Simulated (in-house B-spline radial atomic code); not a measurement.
The praseodymium ion Pr⁺ is squeezed into an impenetrable sphere of radius R (the orbitals vanish at R). Method: Dirac-Kohn-Sham LDA VWN5, spherical fractional occupations, Fermi nucleus of rms radius 4.8919 fm. Calculated with an all-electron radial atomic-structure program (B-spline basis).

Energies in eV above the free ion in [Xe] 4f3 6s1:

```csv
R (bohr),highest level (eV),[Xe] 4f3 6s1,[Xe] 4f3 6p1,[Kr] 4d10 4f3 5s2 5p5 6s1 6f1
7.25,-6.74,0.3771,4.082,43.46
6.41,-6.38,0.9367,5.215,49
5.35,-4.7,2.968,8.631,61.49
3.93,7.69,16.95,27.15,107.1
3.49,18.6,32.29,45.13,141.6
3.18,31.4,53.05,68.31,181.2
2.49,94,184.4,207.6,383.2
2.33,122,254,279.8,478.6
1.7,368,1060,1099,1456
1.26,943,3707,3757,4356
```

(1) Does [Xe] 4f3 6p1 fall below [Xe] 4f3 6s1 under compression?

(2) Does [Kr] 4d10 4f3 5s2 5p5 6s1 6f1 fall below [Xe] 4f3 6s1 under compression?

The highest level is first positive in the row R = 3.93 bohr, pushed up by confinement above the zero of the free ion's potential. Each configuration is held fixed and needn't be the lowest in the sphere.

Results:

(1) No, it stays above over the whole range.

(2) No, it stays above over the whole range.
